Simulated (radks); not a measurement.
Values are calculated unless marked as measured or tabulated.
How relativity changes the ionisation of the chromium ion Cr+ ([Ar] 3d5) to Cr2+ ([Ar] 3d4). Spin-unpolarised spherical Kohn-Sham, LDA (Slater exchange, Perdew-Wang correlation), point nucleus unless stated (finite: rms radius 3.6452 fm), a radial shooting solver on a logarithmic mesh with Libxc functionals. A level marked "c x" has the speed of light scaled by that factor and shares open shells by 2j + 1; other Dirac levels either fill j = l - 1/2 first or share by 2j + 1.

level	E(Cr+) (hartree)	E(Cr2+) (hartree)	IE (eV)	HOMO	<r> HOMO (bohr)
non-rel.	-1041.76361	-1041.15933	16.443	3d	1.404
scalar-rel.	-1048.21911	-1047.61851	16.343	3d	1.412
scalar-rel., finite nucleus	-1048.21638	-1047.61577	16.343	3d	1.412
Dirac, 2j+1 shares	-1048.23429	-1047.63369	16.343	3d5/2	1.415
Dirac, low j first	-1048.24023	-1047.64213	16.275	3d5/2	1.417
Dirac, 2j+1 shares, finite nucleus	-1048.23156	-1047.63096	16.343	3d5/2	1.415
Dirac, c x 1.25	-1045.88239	-1045.28047	16.379	3d5/2	1.411
Dirac, c x 5	-1042.01874	-1041.41460	16.439	3d5/2	1.404
Dirac, c x 10	-1041.82736	-1041.22312	16.442	3d5/2	1.404

NIST Atomic Spectra Database: 16.486 eV (measured). The relativistic part of the total energy of Cr+ is -6.468 hartree (Dirac, 2j+1 shares, finite nucleus), 0.62 % of the non-relativistic value. Spin polarisation and multiplet splitting of open shells are left out at every level.

Beside tabulated values, note that spin-unpolarised runs miss the spin-polarisation part of the exchange energy of open shells.
